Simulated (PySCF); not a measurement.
Molecule: `CCC1CCCCC1`, C₈H₁₆.

Geometry (Å), atoms numbered from 1 in this order:
```xyz
24

C    -2.9022    0.3187    0.2098
C    -1.8120   -0.4412   -0.5299
C    -0.4109   -0.3020    0.0642
C     0.5726   -1.2617   -0.6078
C     1.9817   -1.1482   -0.0371
C     2.4988    0.2841   -0.1110
C     1.5340    1.2500    0.5672
C     0.1250    1.1298   -0.0045
H    -3.8908    0.1341   -0.2372
H    -2.9539    0.0121    1.2671
H    -2.7348    1.4064    0.1902
H    -1.7826   -0.1164   -1.5860
H    -2.0726   -1.5136   -0.5565
H    -0.4690   -0.5828    1.1351
H     0.2038   -2.2972   -0.5169
H     0.5980   -1.0385   -1.6911
H     1.9712   -1.4745    1.0187
H     2.6646   -1.8335   -0.5650
H     2.6149    0.5732   -1.1714
H     3.5011    0.3570    0.3416
H     1.5044    1.0309    1.6500
H     1.8957    2.2869    0.4730
H     0.1312    1.4505   -1.0636
H    -0.5530    1.8198    0.5225
```

Geometry PBE0-D3(BJ)/def2-SVP throughout; GIAO in PySCF 2.14, gas phase, one conformer, non-relativistic; equivalent atoms averaged; functional PBE0.

(1) How do the shifts δ (against TMS at the same level) depend on the basis set? (a selection of nuclei; ppm; last column core-seconds on shared hosts with different chips, so compare them loosely)

(2) Which nucleus among those listed moves most, in ppm?

(3) Taking the largest basis, aug-cc-pVDZ (328 functions), as the yardstick, rank the others by their worst heavy-atom deviation.

Results:

(1) 
| basis set | functions | C3 | C4/C8 | C5/C7 | C1 | H18/H22 | H15/H24 | H12/H13 | H9/H10/H11 | H17/H21 | core-s |
| --- | --- | --- | --- | --- | --- | --- | --- | --- | --- | --- | --- |
| STO-3G | 56 | 33.5 | 29.2 | 26.7 | 19.0 | 0.92 | 0.89 | 0.74 | 0.68 | 0.62 | 8.5 |
| pcSseg-0 | 104 | 38.4 | 34.1 | 27.3 | 15.0 | 1.47 | 1.48 | 1.01 | 1.03 | 1.13 | 8.9 |
| 6-31G | 104 | 38.8 | 33.5 | 27.1 | 13.9 | 1.70 | 1.82 | 1.32 | 1.07 | 1.47 | 18 |
| 6-31G* | 144 | 37.4 | 32.4 | 26.4 | 13.4 | 1.67 | 1.75 | 1.25 | 0.94 | 1.38 | 27 |
| cc-pVDZ | 192 | 41.9 | 35.3 | 29.0 | 13.8 | 1.59 | 1.63 | 1.06 | 0.85 | 1.14 | 22 |
| def2-SVP | 192 | 38.5 | 33.0 | 26.4 | 12.7 | 1.47 | 1.53 | 0.97 | 0.80 | 1.03 | 21 |
| pcSseg-1 | 216 | 40.8 | 35.2 | 28.9 | 13.5 | 1.62 | 1.61 | 1.02 | 0.95 | 1.16 | 39 |
| 6-311+G(2d,p) | 312 | 41.8 | 35.2 | 28.8 | 12.5 | 1.69 | 1.72 | 1.11 | 0.87 | 1.19 | 110 |
| aug-cc-pVDZ | 328 | 42.4 | 34.9 | 29.0 | 12.6 | 1.78 | 1.82 | 1.17 | 0.95 | 1.27 | 54 |

(2) C3 (sp3 CH in a ring): from 33.5 ppm with STO-3G to 42.4 ppm with aug-cc-pVDZ. The smallest spread is 0.39 ppm, at H9/H10/H11. Proton shifts span only some 12 ppm, so a few tenths of a ppm matter as much there as several ppm in carbon.

(3) 6-311+G(2d,p) 0.5 ppm (312 functions), cc-pVDZ 1.3 ppm (192 functions), pcSseg-1 1.6 ppm (216 functions), 6-31G 3.6 ppm (104 functions), def2-SVP 3.9 ppm (192 functions), pcSseg-0 4.0 ppm (104 functions), 6-31G* 5.0 ppm (144 functions), STO-3G 8.9 ppm (56 functions).

A small basis that lands close on one nucleus may do so by chance; judge by the trend and by all nuclei.
